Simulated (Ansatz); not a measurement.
(CuSH)2 ring (Cu₂H₂S₂), 6 atoms. Hardware: 4 threads of Arm Neoverse V1 on a shared host.

Correlated methods freeze 28 core orbitals.

Question: How many basis functions does each of these Ansatz runs have, and roughly what does it cost? RPA@PBE/def2-TZVP, charge 0 singlet, energy, from earlier orbitals; PBE0-D4/def2-TZVP, charge 0 triplet at the geometry of the charge 0 singlet, energy; HSE06-D4/def2-TZVP, charge 0 singlet, energy, from earlier orbitals; revPBE-D4/def2-TZVP, charge 0 singlet, energy, from earlier orbitals; LC-ωPBE/def2-TZVP, charge 0 singlet, energy, from earlier orbitals; PBE0-D4/def2-TZVP, charge 1 doublet at the geometry of the charge 0 singlet, energy, from earlier orbitals; r2SCAN-D4/def2-TZVP, charge 0 singlet, energy, from earlier orbitals; PBE-D4/def2-SVP, charge 0 singlet, energy, from earlier orbitals; B3LYP-D4/def2-TZVP, charge 0 singlet, energy, from earlier orbitals; r2SCAN-D4/def2-TZVP, charge 0 triplet at the geometry of the charge 0 singlet, energy, from earlier orbitals; PBE-D4/def2-TZVP, charge 0 triplet at the geometry of the charge 0 singlet, energy, from earlier orbitals; PBE0-D4/def2-SVP, charge 1 doublet at the geometry of the charge 0 singlet, energy with a search over starts.

Answer: Other jobs shared the machine, so times can vary by a factor of up to 3. A dash marks memory too small to be measured apart from the calling script's.

| run | functions | fitting or Cholesky vectors | wall time | peak host memory (GiB) |
| --- | --- | --- | --- | --- |
| PBE-D4/def2-SVP, charge 0 singlet, energy, from earlier orbitals | 108 | 1294 | 1.5 s | – |
| revPBE-D4/def2-TZVP, charge 0 singlet, energy, from earlier orbitals | 176 | 1516 | 2.3 s | – |
| LC-ωPBE/def2-TZVP, charge 0 singlet, energy, from earlier orbitals | 176 | 1516 | 3.2 s | – |
| HSE06-D4/def2-TZVP, charge 0 singlet, energy, from earlier orbitals | 176 | 1714 | 4.3 s | 0.7 |
| B3LYP-D4/def2-TZVP, charge 0 singlet, energy, from earlier orbitals | 176 | 1714 | 4.4 s | 0.68 |
| RPA@PBE/def2-TZVP, charge 0 singlet, energy, from earlier orbitals | 176 | 1476 | 5 s | – |
| r2SCAN-D4/def2-TZVP, charge 0 singlet, energy, from earlier orbitals | 176 | 1516 | 6.5 s | – |
| PBE-D4/def2-TZVP, charge 0 triplet at the geometry of the charge 0 singlet, energy, from earlier orbitals | 176 | 1516 | 6.5 s | – |
| PBE0-D4/def2-SVP, charge 1 doublet at the geometry of the charge 0 singlet, energy with a search over starts | 108 | 1120 | 9 s | – |
| PBE0-D4/def2-TZVP, charge 1 doublet at the geometry of the charge 0 singlet, energy, from earlier orbitals | 176 | 1476 | 11 s | 0.71 |
| PBE0-D4/def2-TZVP, charge 0 triplet at the geometry of the charge 0 singlet, energy | 176 | 1476 | 19 s | 0.88 |
| r2SCAN-D4/def2-TZVP, charge 0 triplet at the geometry of the charge 0 singlet, energy, from earlier orbitals | 176 | 1516 | 33 s | 0.65 |
